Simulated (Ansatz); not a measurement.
`NC[SiH2]Cl` + `C[SeH]` → `C[Se][SiH2]Cl` + CH₃NH₂ at 500 K and 1 bar (ligand exchange at the Si–C bond).

Computed with Ansatz on PBE0-D4/def2-TZVP structures; ΔE is electronic, products minus reactants. CCSD(T)/CBS adds triple-zeta CCSD(T) − MP2 to the extrapolated MP2 energy (def2 sets, frozen cores). For Se outer-core shells are correlated without core-valence functions, which leaves a few kJ/mol of doubt a bond. Scalar relativity is left out up to krypton. Each species was taken in one conformer, which may not be the lowest.

```tsv
species	CCSD(T)/CBS energy (Eh)	H − E (kJ/mol)	S (J/(mol·K))
`NC[SiH2]Cl`	-845.26530	234.5	383.5
`C[SeH]`	-2441.15625	142.1	299.3
`C[Se][SiH2]Cl`	-3190.69652	193.5	417.5
CH₃NH₂	-95.75281	191.8	270.3
```

H − E and S are ideal-gas, rigid-rotor, harmonic terms from PBE0-D4/def2-TZVP, for one conformer and one mirror image of each species. 1 Eh = 2625.50 kJ/mol, R = 8.31446 J/(mol·K).

Problem. By hand: ΔE, ΔH, ΔS and ΔG.

Solution. ΔE = (-3190.69652) + (-95.75281) − (-845.26530) − (-2441.15625) = -0.02778 Eh = -72.9 kJ/mol. Δ(H − E) = 193.5 + 191.8 − 234.5 − 142.1 = 8.7, so ΔH = -64.2 kJ/mol. ΔS = 417.5 + 270.3 − 383.5 − 299.3 = 5.0 J/(mol·K). ΔG = -64.2 − 500 × (5.0)/1000 = -66.7 kJ/mol.

Problem. By hand: the equilibrium constant, and the temperature at which ΔG would vanish if ΔH and ΔS stayed fixed.

Solution. log₁₀ K = −ΔG/(RT ln 10) = 7.0. ΔH and −TΔS have one sign here, so there is no such temperature.

The number of gas molecules stays the same, so ΔS is small and ΔH decides. A doubt of 5 kJ/mol in ΔE shifts log₁₀ K by 0.5 here. Other conformers and mirror images would add mixing entropy, several J/(mol·K) or more a flexible species. Modes under 60 cm⁻¹, often nearly free rotors, make the harmonic entropy too high. These are equilibria of isolated gas molecules and say nothing of rates. Largest T1 diagnostic: 0.009 (customary marks: 0.02 for closed shells, 0.045 for open ones).

ΔS is within the doubt of such terms, so its sign, and with it that verdict, could turn.
